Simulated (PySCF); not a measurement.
TiFH₃, SMILES [F][TiH3], multiplicity 1. Coordinates come from a PBE-D3(BJ)/def2-TZVP optimisation. The multiplicity is an assumed one; no other spin state was optimised. The structure was generated by enumeration; whether it is a known compound was not checked.

Calculation: PBE-D3(BJ)/def2-TZVP run with PySCF 2.14.0.

Harmonic wavenumbers (cm⁻¹): 422, 422, 535, 589, 589, 791, 1698, 1698, 1727. Rotational constants (GHz): 63.24, 10.47, 10.47; symmetry number 3.

Problem. Work out the zero-point energy and the ideal-gas rigid-rotor harmonic-oscillator thermochemistry at 298.15 K and 1 atm.

Solution. ZPE = ½ Σ hcν = ½ × 8471 cm⁻¹ = 50.67 kJ/mol. H − E(el) = 63.72 kJ/mol. Entropy in J/(mol K): translation 161.71, rotation 80.26, vibration 14.70, total 256.67. G − E(el) = -12.81 kJ/mol. Cp = 62.13 J/(mol K).
